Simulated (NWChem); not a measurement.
System: TiBr₄; SMILES [Br][Ti]([Br])([Br])[Br]

NWChem printed, in part:

```
             Northwest Computational Chemistry Package (NWChem) 7.3.0
             --------------------------------------------------------

 C1  symmetry detected

                             Geometry "geometry" -> ""
                             -------------------------

 Output coordinates in angstroms (scale by  1.889725989 to convert to a.u.)

  No.       Tag          Charge          X              Y              Z
 ---- ---------------- ---------- -------------- -------------- --------------
    1 Ti                  22.0000    -0.00002753    -0.00001070    -0.00004801
    2 Br                  35.0000     0.31063254     1.86235814    -1.36765456
    3 Br                  35.0000     1.83038750    -0.23134412     1.42512829
    4 Br                  35.0000    -1.93890705     0.27906264     1.26398763
    5 Br                  35.0000    -0.20209568    -1.91006992    -1.32143117

 Effective nuclear repulsion energy (a.u.)    1720.7572505571

  pbe96 is a nonlocal functional; adding pw91lda local functional.

                                 NWChem DFT Module
                                 -----------------

 Summary of "ao basis" -> "ao basis" (spherical)
 ------------------------------------------------------------------------------
       Tag                 Description            Shells   Functions and Types
 ---------------- ------------------------------  ------  ---------------------
 Ti                         def2-svp                11       31   5s3p2d1f
 Br                         def2-svp                12       32   5s4p3d

            General Information
            -------------------
          SCF calculation type: DFT
          Wavefunction type:  closed shell.
          No. of atoms     :     5
          No. of electrons :   162
           Alpha electrons :    81
            Beta electrons :    81
          Charge           :     0
          Spin multiplicity:     1
          Use of symmetry is: off; symmetry adaption is: off
          Maximum number of iterations: 150
          AO basis - number of functions:   159
                     number of shells:    59
          Convergence on energy requested:  1.00D-06
          Convergence on density requested:  1.00D-05
          Convergence on gradient requested:  5.00D-04

              XC Information
              --------------
          PerdewBurkeErnzerhof Exchange Functional  1.000
            Perdew 1991 LDA Correlation Functional  1.000 local
           PerdewBurkeErnz. Correlation Functional  1.000 non-local

             Grid Information
             ----------------
          Grid used for XC integration:  medium
          Radial quadrature: Mura-Knowles
          Angular quadrature: Lebedev.
          Tag              B.-S. Rad. Rad. Pts. Rad. Cut. Ang. Pts.
          ---              ---------- --------- --------- ---------
          Ti                  1.40      112          10.0       590
          Br                  1.15      112          10.0       590
          Grid pruning is: on
          Number of quadrature shells:   560
          Spatial weights used:  Erf1

      Superposition of Atomic Density Guess
      -------------------------------------

 Sum of atomic energies:      -11136.60178067

      Non-variational initial energy
      ------------------------------

 Total energy =  -11137.184669
 1-e energy   =  -18926.866080
 2-e energy   =    6068.924161
 HOMO         =      -0.399160
 LUMO         =       0.028575

     ---------------------------------------------
      Total Density - Mulliken Population Analysis
     ---------------------------------------------

    Atom       Charge   Shell Charges
 -----------   ------   -------------------------------------------------------
    1 Ti  22    19.71   2.00  2.00  2.00  0.43 -0.01  6.00  5.99  0.48  0.27  0.54  0.02
    2 Br  35    35.57   2.00  2.00  2.00  1.37  0.57  6.00  5.99  2.49  3.15  8.23  1.73  0.05
    3 Br  35    35.57   2.00  2.00  2.00  1.37  0.57  6.00  5.99  2.49  3.15  8.23  1.73  0.05
    4 Br  35    35.57   2.00  2.00  2.00  1.37  0.57  6.00  5.99  2.49  3.15  8.23  1.73  0.05
    5 Br  35    35.57   2.00  2.00  2.00  1.37  0.57  6.00  5.99  2.49  3.15  8.23  1.73  0.05

   convergence    iter        energy       DeltaE   RMS-Dens  Diis-err
 ---------------- ----- ----------------- --------- --------- ---------
 d= 0,ls=0.0,diis     1 -11142.6074651545 -1.29D+04  4.60D-02  2.92D+00
 d= 0,ls=0.5,diis     2 -11120.3598503903  2.22D+01  1.13D-02  1.11D+02
 d= 0,ls=0.5,diis     3 -11124.1170073541 -3.76D+00  4.04D-03  1.10D+02
 d= 0,ls=0.5,diis     4 -11125.5595902530 -1.44D+00  8.40D-03  1.08D+02
 d= 0,ls=0.5,diis     5 -11129.6288502782 -4.07D+00  4.32D-03  9.67D+01
 d= 0,ls=0.5,diis     6 -11132.0218900850 -2.39D+00  2.70D-03  8.50D+01
 d= 0,ls=0.5,diis     7 -11133.5268715110 -1.50D+00  2.24D-03  7.51D+01
 d= 0,ls=0.5,diis     8 -11134.7679150447 -1.24D+00  3.06D-03  6.50D+01
 d= 0,ls=0.5,diis     9 -11136.2209192847 -1.45D+00  3.34D-03  5.16D+01
 d= 0,ls=0.5,diis    10 -11137.6284356602 -1.41D+00  3.68D-03  3.73D+01
 d= 0,ls=0.5,diis    11 -11138.9632887744 -1.33D+00  2.96D-02  2.35D+01
 d= 0,ls=0.5,diis    12 -11141.4942180708 -2.53D+00  3.59D-03  9.95D+00
 d= 0,ls=0.5,diis    13 -11141.7331961808 -2.39D-01  5.68D-03  7.20D+00
 d= 0,ls=0.5,diis    14 -11142.2589894581 -5.26D-01  8.03D-03  4.14D+00
 d= 0,ls=0.5,diis    15 -11142.8818872975 -6.23D-01  1.79D-03  1.69D+00
 d= 0,ls=0.5,diis    16 -11143.0001628513 -1.18D-01  1.12D-03  1.26D+00
  Resetting Diis
 d= 0,ls=0.5,diis    17 -11143.0292164326 -2.91D-02  4.02D-04  1.18D+00
 d= 0,ls=0.5,diis    18 -11143.0393620074 -1.01D-02  1.31D-02  1.17D+00
 d= 0,ls=0.5,diis    19 -11142.3099451914  7.29D-01  2.44D-03  1.05D+01
 d= 0,ls=0.5,diis    20 -11142.3361144516 -2.62D-02  9.62D-04  9.82D+00
 d= 0,ls=0.5,diis    21 -11142.3685809020 -3.25D-02  5.56D-04  9.31D+00
 d= 0,ls=0.5,diis    22 -11142.4070729246 -3.85D-02  4.91D-04  8.81D+00
 d= 0,ls=0.5,diis    23 -11142.4817690449 -7.47D-02  1.14D-03  7.92D+00
 d= 0,ls=0.5,diis    24 -11142.6896327668 -2.08D-01  1.14D-03  5.60D+00
 d= 0,ls=0.5,diis    25 -11142.8780256170 -1.88D-01  1.05D-03  3.56D+00
 d= 0,ls=0.5,diis    26 -11143.0216378165 -1.44D-01  9.46D-04  2.09D+00
 d= 0,ls=0.5,diis    27 -11143.1216779812 -1.00D-01  8.49D-04  1.13D+00
 d= 0,ls=0.5,diis    28 -11143.1861885646 -6.45D-02  7.87D-04  5.47D-01
 d= 0,ls=0.5,diis    29 -11143.2259020092 -3.97D-02  4.99D-04  2.11D-01
 d= 0,ls=0.5,diis    30 -11143.2418552645 -1.60D-02  3.05D-04  8.57D-02
 d= 0,ls=0.5,diis    31 -11143.2480368616 -6.18D-03  2.01D-04  4.01D-02
 d= 0,ls=0.5,diis    32 -11143.2507898432 -2.75D-03  1.46D-04  2.05D-02
 d= 0,ls=0.5,diis    33 -11143.2522253615 -1.44D-03  1.02D-04  1.04D-02
 d= 0,ls=0.5,diis    34 -11143.2529252917 -7.00D-04  7.52D-05  5.55D-03
 d= 0,ls=0.5,diis    35 -11143.2533057424 -3.80D-04  5.25D-05  2.93D-03
 d= 0,ls=0.5,diis    36 -11143.2534948054 -1.89D-04  3.86D-05  1.65D-03
 d= 0,ls=0.5,diis    37 -11143.2535997312 -1.05D-04  2.83D-05  9.41D-04
 d= 0,ls=0.5,diis    38 -11143.2536574093 -5.77D-05  2.19D-05  5.52D-04
 d= 0,ls=0.5,diis    39 -11143.2536920596 -3.47D-05  1.65D-05  3.17D-04
 d= 0,ls=0.5,diis    40 -11143.2537117472 -1.97D-05  1.24D-05  1.85D-04
 d= 0,ls=0.5,diis    41 -11143.2537229589 -1.12D-05  9.66D-06  1.09D-04
 d= 0,ls=0.5,diis    42 -11143.2537296883 -6.73D-06  7.54D-06  6.43D-05
 d= 0,ls=0.5,diis    43 -11143.2537337220 -4.03D-06  5.82D-06  3.72D-05
 d= 0,ls=0.5,diis    44 -11143.2537360798 -2.36D-06  4.49D-06  2.14D-05
 d= 0,ls=0.5,diis    45 -11143.2537374500 -1.37D-06  3.43D-06  1.22D-05
 d= 0,ls=0.5,diis    46 -11143.2537382352 -7.85D-07  2.61D-06  7.02D-06

         Total DFT energy =   -11143.253738683401
      One electron energy =   -18927.205446270124
           Coulomb energy =     6468.834546906435
    Exchange-Corr. energy =     -405.640089876831
 Nuclear repulsion energy =     1720.757250557120

 Numeric. integr. density =      162.000000347524

                       DFT Final Molecular Orbital Analysis
                       ------------------------------------

 Vector   79  Occ=2.000000D+00  E=-2.725884D-01
              MO Center= -2.8D-01, -1.1D-01, -3.7D-01, r^2= 6.6D+00
   Bfn.  Coefficient  Atom+Function         Bfn.  Coefficient  Atom+Function
  ----- ------------  ---------------      ----- ------------  ---------------
    48      0.262288  2 Br pz               144     -0.258540  5 Br pz
   111     -0.248749  4 Br py                45      0.241184  2 Br pz
   141     -0.237739  5 Br pz               108     -0.228735  4 Br py
   142      0.206644  5 Br px               139      0.190018  5 Br px
    47      0.186468  2 Br py                44      0.171462  2 Br py

 Vector   80  Occ=2.000000D+00  E=-2.725877D-01
              MO Center= -3.7D-02,  6.9D-02,  3.9D-01, r^2= 6.7D+00
   Bfn.  Coefficient  Atom+Function         Bfn.  Coefficient  Atom+Function
  ----- ------------  ---------------      ----- ------------  ---------------
   112      0.282810  4 Br pz                80     -0.264104  3 Br pz
   109      0.260056  4 Br pz                77     -0.242853  3 Br pz
    46     -0.199094  2 Br px                78      0.191372  3 Br px
    43     -0.183076  2 Br px                75      0.175973  3 Br px
   106     -0.170916  4 Br pz               110      0.165179  4 Br px

 Vector   81  Occ=2.000000D+00  E=-2.725843D-01
              MO Center=  3.2D-01,  4.4D-02, -2.3D-02, r^2= 6.8D+00
   Bfn.  Coefficient  Atom+Function         Bfn.  Coefficient  Atom+Function
  ----- ------------  ---------------      ----- ------------  ---------------
    79      0.343934  3 Br py                76      0.316260  3 Br py
    46     -0.312863  2 Br px                43     -0.287691  2 Br px
   142      0.269696  5 Br px               139      0.247997  5 Br px
   111     -0.244314  4 Br py               108     -0.224655  4 Br py
    73     -0.207855  3 Br py                40      0.189079  2 Br px

 Vector   82  Occ=0.000000D+00  E=-1.653447D-01
              MO Center= -2.7D-05, -2.9D-05, -2.2D-05, r^2= 2.3D+00
   Bfn.  Coefficient  Atom+Function         Bfn.  Coefficient  Atom+Function
  ----- ------------  ---------------      ----- ------------  ---------------
    17      0.742401  1 Ti d  0              22      0.329927  1 Ti d  0
   112     -0.142352  4 Br pz               144      0.139193  5 Br pz
    48      0.137386  2 Br pz                80     -0.134230  3 Br pz
   109     -0.113071  4 Br pz               141      0.110568  5 Br pz
    45      0.109131  2 Br pz                77     -0.106620  3 Br pz

 Vector   83  Occ=0.000000D+00  E=-1.653415D-01
              MO Center= -5.4D-06, -1.6D-05, -1.5D-04, r^2= 2.3D+00
   Bfn.  Coefficient  Atom+Function         Bfn.  Coefficient  Atom+Function
  ----- ------------  ---------------      ----- ------------  ---------------
    15      0.716893  1 Ti d -2              20      0.318597  1 Ti d -2
    19      0.198199  1 Ti d  2              79     -0.168574  3 Br py
    46     -0.167560  2 Br px               111      0.168370  4 Br py
   142      0.167111  5 Br px                76     -0.133896  3 Br py
    43     -0.133100  2 Br px               108      0.133732  4 Br py

 Vector   84  Occ=0.000000D+00  E=-1.395507D-01
              MO Center=  1.8D-03, -7.5D-04, -4.6D-02, r^2= 2.8D+00
   Bfn.  Coefficient  Atom+Function         Bfn.  Coefficient  Atom+Function
  ----- ------------  ---------------      ----- ------------  ---------------
    16      0.679341  1 Ti d -1              21      0.274696  1 Ti d -1
    13      0.235290  1 Ti py                18     -0.222266  1 Ti d  1
   143     -0.222048  5 Br py                47     -0.220811  2 Br py
    79     -0.171430  3 Br py               111     -0.171676  4 Br py
   140     -0.168585  5 Br py                44     -0.167533  2 Br py

     ---------------------------------------------
      Total Density - Mulliken Population Analysis
     ---------------------------------------------

    Atom       Charge   Shell Charges
 -----------   ------   -------------------------------------------------------
    1 Ti  22    21.65   2.00  2.00  2.00  0.44 -0.06  6.00  6.01  0.70  1.45  1.09  0.03
    2 Br  35    35.09   2.00  2.00  1.99  1.48  0.46  6.00  5.97  2.37  2.79  8.18  1.75  0.08
    3 Br  35    35.09   2.00  2.00  1.99  1.48  0.46  6.00  5.97  2.37  2.79  8.18  1.75  0.08
    4 Br  35    35.09   2.00  2.00  1.99  1.48  0.46  6.00  5.97  2.37  2.79  8.18  1.75  0.08
    5 Br  35    35.09   2.00  2.00  1.99  1.48  0.46  6.00  5.97  2.37  2.79  8.18  1.75  0.08

     -------------------------------------------
      Total Density - Lowdin Population Analysis
     -------------------------------------------

    Atom       Charge   Shell Charges
 -----------   ------   -------------------------------------------------------
    1 Ti  22    22.43   2.00  2.00  1.92  0.38  0.12  5.99  5.84  1.15  1.31  1.67  0.06
    2 Br  35    34.89   2.00  2.00  1.96  1.14  0.71  5.99  5.81  2.45  2.82  7.83  2.04  0.15
    3 Br  35    34.89   2.00  2.00  1.96  1.14  0.71  5.99  5.81  2.45  2.82  7.83  2.04  0.15
    4 Br  35    34.89   2.00  2.00  1.96  1.14  0.71  5.99  5.81  2.45  2.82  7.83  2.04  0.15
    5 Br  35    34.89   2.00  2.00  1.96  1.14  0.71  5.99  5.81  2.45  2.82  7.83  2.04  0.15

     Multipole analysis of the density
     ---------------------------------

     L   x y z        total         alpha         beta         nuclear
     -   - - -        -----         -----         ----         -------
     0   0 0 0     -0.000000    -81.000000    -81.000000    162.000000

     1   1 0 0     -0.000058     -0.000029     -0.000029     -0.000000
     1   0 1 0     -0.000155     -0.000078     -0.000078     -0.000000
     1   0 0 1     -0.000593     -0.000297     -0.000297      0.000000

     2   2 0 0    -65.963912   -485.874145   -485.874145    905.784378
     2   1 1 0      0.000317      0.000159      0.000159      0.000000
     2   1 0 1     -0.000123     -0.000062     -0.000062      0.000000
     2   0 2 0    -65.961377   -485.943297   -485.943297    905.925216
     2   0 1 1      0.000362      0.000181      0.000181      0.000000
     2   0 0 2    -65.962795   -485.767381   -485.767381    905.571968

            General Information
            -------------------
          SCF calculation type: DFT
          Wavefunction type:  closed shell.
          No. of atoms     :     5
          No. of electrons :   162
           Alpha electrons :    81
            Beta electrons :    81
          Charge           :     0
          Spin multiplicity:     1
          Use of symmetry is: off; symmetry adaption is: off
          Maximum number of iterations: 150
          AO basis - number of functions:   159
                     number of shells:    59
          Convergence on energy requested:  1.00D-06
          Convergence on density requested:  1.00D-05
          Convergence on gradient requested:  5.00D-04

              XC Information
              --------------
          PerdewBurkeErnzerhof Exchange Functional  1.000
            Perdew 1991 LDA Correlation Functional  1.000 local
           PerdewBurkeErnz. Correlation Functional  1.000 non-local

[...]

                         DFT ENERGY GRADIENTS

    atom               coordinates                        gradient
                 x          y          z           x          y          z
   1 Ti     -0.000052  -0.000020  -0.000091   -0.000010   0.000001   0.000029
   2 Br      0.587010   3.519347  -2.584492    0.000043   0.000256  -0.000182
   3 Br      3.458931  -0.437177   2.693102    0.000233  -0.000030   0.000177
   4 Br     -3.664003   0.527352   2.388590   -0.000240   0.000036   0.000152
   5 Br     -0.381905  -3.609509  -2.497143   -0.000026  -0.000264  -0.000177
```

Level: PBE/def2-SVP. Structure relaxed at the B3LYP/6-31G* (spherical d) level. No frequency run checked for a minimum.

**Question.** Reconstruct the input file.

**Answer.** One answer among several that fit: the input that was run:
```
start job
memory heap 200 mb stack 900 mb global 1100 mb
geometry units angstroms noautoz
  Ti    -0.000040    -0.000001    -0.000030
  Br    -1.552023    -1.142672     1.311811
  Br     1.492082     1.142433     1.379636
  Br     1.172030    -1.522512    -1.320308
  Br    -1.112030     1.522762    -1.371118
end
basis spherical
  * library def2-svp
end
dft
  xc xpbe96 cpbe96
  iterations 150
  mulliken
end
task dft gradient
```
